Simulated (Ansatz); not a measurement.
Calculated with Ansatz (gas phase, PBE0-D4/def2-TZVP geometries, no zero-point term in ΔE). CBS: MP2 limit from def2 TZ/QZ plus the TZ coupled-cluster correction, frozen cores. Functionals use def2-TZVPP. For Ge outer-core shells are correlated without core-valence functions, which leaves a few kJ/mol of doubt a bond. Scalar relativity is left out up to krypton. Each species was taken in one conformer, which may not be the lowest.

Reaction (ligand exchange at a Ge–C bond): `CO[C](=N)[GeH3]` + `O[SiH](O)O` → `O[SiH](O)[O][GeH3]` + `COC=N`

```json
{"level": "r2SCAN-D4", "ΔE (kJ/mol)": "-54.3"}
{"level": "ωB97M-V", "ΔE (kJ/mol)": "-56.1"}
{"level": "MP2/def2-TZVPP", "ΔE (kJ/mol)": "-56.5"}
{"level": "SCS-MP2/def2-TZVPP", "ΔE (kJ/mol)": "-62.6"}
{"level": "MP2/def2-QZVPP", "ΔE (kJ/mol)": "-55.6"}
{"level": "SCS-MP2/def2-QZVPP", "ΔE (kJ/mol)": "-61.8"}
{"level": "HF/CBS(def2)", "ΔE (kJ/mol)": "-83.3"}
{"level": "CCSD/CBS(def2)", "ΔE (kJ/mol)": "-57.5"}
```

**Question.** What does CCSD(T)/CBS give? (An estimate is asked.)

**Answer.** Computed: -54.2 kJ/mol. The listed levels differ from it by -0.1, -1.9, -2.3, -8.4, -1.4, -7.6, -29.1, -3.3 kJ/mol.

Largest T1 diagnostic among the species: 0.014.

In def2-TZVPP, CCSD(T) changes the Hartree–Fock value by +24.2 kJ/mol (the triples alone add +3.3 kJ/mol) and MP2 by +24.7 kJ/mol. From PBE to PBE0 (25 % exact exchange), in def2-TZVPP and without D4, ΔE moves by −5.7 kJ/mol.

CCSD(T)/CBS has its own doubt, a few kJ/mol and more with outer-core shells, so smaller differences from it don't rank the levels.
